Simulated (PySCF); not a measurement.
Orbital levels and atomic charges: [C14H10F3N2]+

System: [C14H10F3N2]+ (redox-flow and redox-shuttle molecule), SMILES C[n+]1c2ccccc2nc2cccc(C(F)(F)F)c21.

Cartesian coordinates (Å):
```
  1 C     0.088   -2.170   -0.190
  2 N     0.193   -0.732   -0.042
  3 C     1.441   -0.189   -0.035
  4 C     2.602   -0.939    0.221
  5 C     3.833   -0.336    0.167
  6 C     3.977    1.020   -0.191
  7 C     2.877    1.782   -0.444
  8 C     1.582    1.209   -0.356
  9 N     0.525    1.942   -0.644
 10 C    -0.686    1.452   -0.449
 11 C    -1.788    2.312   -0.686
 12 C    -3.059    1.870   -0.480
 13 C    -3.268    0.587    0.048
 14 C    -2.232   -0.296    0.278
 15 C    -2.605   -1.558    1.040
 16 F    -1.660   -1.893    1.933
 17 F    -3.732   -1.391    1.724
 18 F    -2.795   -2.625    0.247
 19 C    -0.900    0.078   -0.045
 20 H     0.150   -2.685    0.770
 21 H    -0.847   -2.431   -0.679
 22 H     0.898   -2.520   -0.828
 23 H     2.534   -1.971    0.524
 24 H     4.712   -0.911    0.411
 25 H     4.966    1.446   -0.250
 26 H     2.942    2.828   -0.696
 27 H    -1.565    3.319   -0.999
 28 H    -3.909    2.507   -0.663
 29 H    -4.272    0.294    0.316
```

Method: wB97X-D/6-31G*, gas phase, PySCF, fitting set def2-universal-JFIT up to Ne and JKFIT beyond, grid level 1.

(1) Give the orbital energies near the gap.

(2) Give the partial charges of the non-hydrogen atoms.

Results:

(1) 
| orbital | eV |
| --- | --- |
| HOMO-4 | -15.45 |
| HOMO-3 | -14.03 |
| HOMO-2 | -13.76 |
| HOMO-1 | -13.19 |
| HOMO | -12.60 |
| LUMO | -5.87 |
| LUMO+1 | -3.42 |
| LUMO+2 | -2.71 |
| LUMO+3 | -2.12 |

(2) 
```json
{"atom": "C1", "Mulliken": "-0.46", "IAO": "-0.33", "Hirshfeld": "-0.03"}
{"atom": "N2", "Mulliken": "-0.50", "IAO": "0.00", "Hirshfeld": "0.05"}
{"atom": "C3", "Mulliken": "0.33", "IAO": "0.12", "Hirshfeld": "0.09"}
{"atom": "C4", "Mulliken": "-0.21", "IAO": "-0.18", "Hirshfeld": "-0.04"}
{"atom": "C5", "Mulliken": "-0.14", "IAO": "-0.07", "Hirshfeld": "0.02"}
{"atom": "C6", "Mulliken": "-0.16", "IAO": "-0.12", "Hirshfeld": "-0.01"}
{"atom": "C7", "Mulliken": "-0.15", "IAO": "-0.11", "Hirshfeld": "0.00"}
{"atom": "C8", "Mulliken": "0.21", "IAO": "0.12", "Hirshfeld": "0.07"}
{"atom": "N9", "Mulliken": "-0.39", "IAO": "-0.18", "Hirshfeld": "-0.10"}
{"atom": "C10", "Mulliken": "0.20", "IAO": "0.11", "Hirshfeld": "0.07"}
{"atom": "C11", "Mulliken": "-0.15", "IAO": "-0.09", "Hirshfeld": "0.01"}
{"atom": "C12", "Mulliken": "-0.16", "IAO": "-0.13", "Hirshfeld": "-0.01"}
{"atom": "C13", "Mulliken": "-0.17", "IAO": "-0.06", "Hirshfeld": "0.02"}
{"atom": "C14", "Mulliken": "-0.12", "IAO": "-0.10", "Hirshfeld": "-0.03"}
{"atom": "C15", "Mulliken": "0.99", "IAO": "0.82", "Hirshfeld": "0.27"}
{"atom": "F16", "Mulliken": "-0.30", "IAO": "-0.28", "Hirshfeld": "-0.07"}
{"atom": "F17", "Mulliken": "-0.28", "IAO": "-0.26", "Hirshfeld": "-0.06"}
{"atom": "F18", "Mulliken": "-0.29", "IAO": "-0.27", "Hirshfeld": "-0.07"}
{"atom": "C19", "Mulliken": "0.31", "IAO": "0.12", "Hirshfeld": "0.09"}
```
